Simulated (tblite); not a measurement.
C3H9NSi2.
Cartesian coordinates in Å at the GFN2-xTB level; atoms count from 1:
```xyz
15
C3H9NSi2 angstrom
N      3.233    0.455   -0.879
C      2.147    0.110   -0.979
C      0.787   -0.349   -1.062
C      0.086   -0.258    0.304
Si    -1.557   -1.227    0.263
Si    -0.110    1.561    0.853
H      0.810   -1.383   -1.424
H      0.258    0.256   -1.805
H      0.733   -0.752    1.038
H     -2.456   -0.613   -0.715
H     -2.155   -1.223    1.595
H     -1.273   -2.604   -0.158
H     -0.974    2.237   -0.120
H     -0.730    1.579    2.177
H      1.195    2.217    0.889
```

All values are computed: GFN2-xTB (tblite) harmonic vibrations without scaling, gas phase. Against measured fundamentals such values can be off by several per cent, at times by over 20. Modes of hydrogen on silicon can be 10 to 20 % off. One conformer, not necessarily the lowest.

Harmonic wavenumbers (cm⁻¹): 61.3, 112.1, 119.2, 128.7, 177.9, 243.6, 272.9, 381.3, 472.7, 508.0, 517.0, 531.0, 577.8, 682.8, 762.9, 776.8, 778.5, 785.0, 800.5, 804.6, 821.4, 924.3, 984.3, 1064.7, 1096.9, 1132.4, 1245.0, 1302.2, 1438.8, 2233.5, 2243.0, 2264.0, 2276.7, 2293.9, 2298.1, 2406.6, 2916.7, 2922.3, 2954.3.

A = 3117, B = 1433, C = 1046 MHz; mass 115.027 u (most abundant isotopes); point group C1, symmetry number 1.

Question: Zero-point energy?

Answer: Half the sum of the wavenumbers: 22157 cm⁻¹ = 265.05 kJ/mol.

Question: Entropy at 500 K, 1 bar (ideal gas, RRHO, classical rotation)?

Answer: Translation 178.78, rotation 126.20, vibration 184.45: S = 489.4 J/(mol K).

Question: And Cp and H(500 K) − H(0)?

Answer: Cp = 209.93 J/(mol K), of which vibrations give 176.67 (their classical limit is 39 R = 324.3); H(500 K) − H(0) = 64.53 kJ/mol without the zero-point energy, 47.91 from vibrations.

Question: How do the functions run with temperature in this model?

Answer: 
| T (K) | S (J/(mol K)) | Cp (J/(mol K)) | H − H(0) (kJ/mol) | G − H(0) (kJ/mol) | ln q(vib) |
| --- | --- | --- | --- | --- | --- |
| 150 | 313.8 | 93.2 | 9.33 | -37.75 | 2.40 |
| 250 | 370.9 | 133.6 | 20.67 | -72.05 | 4.75 |
| 298.15 | 396.0 | 151.9 | 27.55 | -90.52 | 5.90 |
| 400 | 445.4 | 184.7 | 44.76 | -133.41 | 8.32 |
| 600 | 529.6 | 230.3 | 86.58 | -231.17 | 12.93 |
| 900 | 631.9 | 273.8 | 162.75 | -405.99 | 19.22 |

q(vib) and H(0) count from the zero-point level.

Question: What must be added to the electronic energy to get the Gibbs energy at 500 K and 1 bar?

Answer: ZPE + [H(500 K) − H(0)] − T·S = 265.05 + 64.53 − 244.72 = 84.86 kJ/mol.

Question: Which modes carry the vibrational entropy at 500 K?

Answer: 61.3 cm⁻¹: 22.75; 112.1 cm⁻¹: 17.76; 119.2 cm⁻¹: 17.25; 128.7 cm⁻¹: 16.62; 177.9 cm⁻¹: 13.97; 243.6 cm⁻¹: 11.44 J/(mol K); the other 33 give 84.66 together.

Question: Blend soft modes into free rotors: weight 1/[1 + (100 cm⁻¹/ν̃)⁴] for the oscillator and the rest for a rotor with moment μB/(μ + B), μ = h/(8π²ν), B = 10⁻⁴⁴ kg m². What vibrational entropy results?

Answer: 174.58 J/(mol K) in place of 184.45, which changes −T·S at 500 K by +4.94 kJ/mol.

Hindered rotation and anharmonicity are outside this model. Other conformers, if any are populated, would add a mixing term that is left out. The structure is chiral; the term R ln 2 for an equal mix with its mirror image is left out.
